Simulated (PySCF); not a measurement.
## Basis and Hamiltonian dependence of the excitation energy of Rh

Rh [Kr] 4d8 5s1 (4F) → Rh [Kr] 4d7 5s1 5p1 (high-spin determinant). Calculated with PySCF 2.14 from differences of total energies of unrestricted determinants, without spin-orbit coupling. Values in eV.

```json
{"basis": "ANO-RCC-VDZP", "Hamiltonian": "spin-free X2C", "functions": "43", "UHF": "3.510", "LDA": "n/a", "PBE0": "n/a", "MP2 (valence)": "4.861", "CCSD(T) (valence)": "4.681", "CCSD(T) (valence and next inner shell)": "n/a"}
{"basis": "aug-cc-pVDZ-PP with ECP28MDF", "Hamiltonian": "ECP", "functions": "54", "UHF": "2.810", "LDA": "4.944", "PBE0": "4.480", "MP2 (valence)": "4.255", "CCSD(T) (valence)": "4.123", "CCSD(T) (valence and next inner shell)": "n/a"}
{"basis": "aug-cc-pwCVDZ-PP with ECP28MDF", "Hamiltonian": "ECP", "functions": "70", "UHF": "2.782", "LDA": "4.924", "PBE0": "4.454", "MP2 (valence)": "4.309", "CCSD(T) (valence)": "4.151", "CCSD(T) (valence and next inner shell)": "4.027"}
{"basis": "x2c-TZVPPall", "Hamiltonian": "spin-free X2C", "functions": "79", "UHF": "2.864", "LDA": "5.135", "PBE0": "4.599", "MP2 (valence)": "4.413", "CCSD(T) (valence)": "4.255", "CCSD(T) (valence and next inner shell)": "4.228"}
{"basis": "aug-cc-pVTZ-PP with ECP28MDF", "Hamiltonian": "ECP", "functions": "88", "UHF": "2.772", "LDA": "4.916", "PBE0": "4.445", "MP2 (valence)": "4.396", "CCSD(T) (valence)": "4.240", "CCSD(T) (valence and next inner shell)": "n/a"}
{"basis": "def2-QZVPPD with the def2 core potential (28 electrons)", "Hamiltonian": "ECP", "functions": "88", "UHF": "2.866", "LDA": "5.008", "PBE0": "4.539", "MP2 (valence)": "4.513", "CCSD(T) (valence)": "4.353", "CCSD(T) (valence and next inner shell)": "n/a"}
{"basis": "x2c-TZVPPall with one added diffuse shell each of s, p, d, f type", "Hamiltonian": "spin-free X2C", "functions": "95", "UHF": "2.864", "LDA": "5.135", "PBE0": "4.600", "MP2 (valence)": "4.472", "CCSD(T) (valence)": "n/a", "CCSD(T) (valence and next inner shell)": "4.292"}
{"basis": "aug-cc-pVTZ-DK", "Hamiltonian": "spin-free X2C", "functions": "102", "UHF": "2.821", "LDA": "5.103", "PBE0": "4.559", "MP2 (valence)": "4.449", "CCSD(T) (valence)": "4.288", "CCSD(T) (valence and next inner shell)": "n/a"}
{"basis": "x2c-QZVPPall", "Hamiltonian": "spin-free X2C", "functions": "118", "UHF": "2.824", "LDA": "5.101", "PBE0": "4.565", "MP2 (valence)": "4.475", "CCSD(T) (valence)": "n/a", "CCSD(T) (valence and next inner shell)": "n/a"}
{"basis": "aug-cc-pwCVTZ-PP with ECP28MDF", "Hamiltonian": "ECP", "functions": "122", "UHF": "2.765", "LDA": "4.914", "PBE0": "4.442", "MP2 (valence)": "4.435", "CCSD(T) (valence)": "n/a", "CCSD(T) (valence and next inner shell)": "n/a"}
{"basis": "aug-cc-pwCVTZ-DK", "Hamiltonian": "spin-free X2C", "functions": "136", "UHF": "2.814", "LDA": "5.100", "PBE0": "4.557", "MP2 (valence)": "4.480", "CCSD(T) (valence)": "n/a", "CCSD(T) (valence and next inner shell)": "n/a"}
```

Frozen in the all-electron rows: valence: [Kr]; valence and next inner shell: [Ar] 3d10; with a core potential, the same shells as far as they lie outside it.

At UHF, ANO-RCC-VDZP lies more than 0.3 eV from the median of the rows with comparable relativity. Of these, ANO-RCC-VDZP has no diffuse functions of the l that the added or promoted electron needs.

One determinant mixes LS terms of the configuration, so the numbers do not refer to single terms.
